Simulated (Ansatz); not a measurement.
Gas-phase reaction R1 → P1 + P2, each structure at its B3LYP-D3(BJ)/def2-TZVP stationary point, reached from a drawn start (curvature not checked).
P1: CH4 (SMILES C), charge 0, multiplicity 1.
P2, CH2O (SMILES C=O) (charge 0, multiplicity 1):
```json
[
 {"atom": "O", "x (Å)": "0.0000", "y (Å)": "0.0000", "z (Å)": "1.1930"},
 {"atom": "C", "x (Å)": "0.0000", "y (Å)": "0.0000", "z (Å)": "-0.0059"},
 {"atom": "H", "x (Å)": "0.0000", "y (Å)": "0.9388", "z (Å)": "-0.5935"},
 {"atom": "H", "x (Å)": "0.0000", "y (Å)": "-0.9388", "z (Å)": "-0.5935"}
]
```
R1: C2H6O (SMILES COC), charge 0, multiplicity 1.

P less R. No zero-point or thermal terms.

Correlated levels freeze the cores.

Codes used: Ansatz (a program for electronic structure). No computed number here is a measurement.

Total energies in hartree:

| structure | PBE/def2-TZVPP | B3LYP/def2-TZVPP | CCSD(T)/cc-pVQZ |
|---|---|---|---|
| P1 | -40.464286 | -40.539117 | -40.450883 |
| P2 | -114.419843 | -114.555034 | -114.368898 |
| R1 | -154.890306 | -155.096200 | -154.825611 |

Work out the reaction energy at each level in kJ/mol (1 hartree = 2625.49964 kJ/mol), and say how far PBE/def2-TZVPP lies from CCSD(T)/cc-pVQZ.


- PBE/def2-TZVPP: (-40.464286) + (-114.419843) − (-154.890306) = 0.006177 hartree = 16.2 kJ/mol
- B3LYP/def2-TZVPP: (-40.539117) + (-114.555034) − (-155.096200) = 0.002049 hartree = 5.4 kJ/mol
- CCSD(T)/cc-pVQZ: (-40.450883) + (-114.368898) − (-154.825611) = 0.005830 hartree = 15.3 kJ/mol
PBE/def2-TZVPP less CCSD(T)/cc-pVQZ: 0.9 kJ/mol. CCSD(T)/cc-pVQZ is the level counted from, the highest shown, and no exact or measured value.
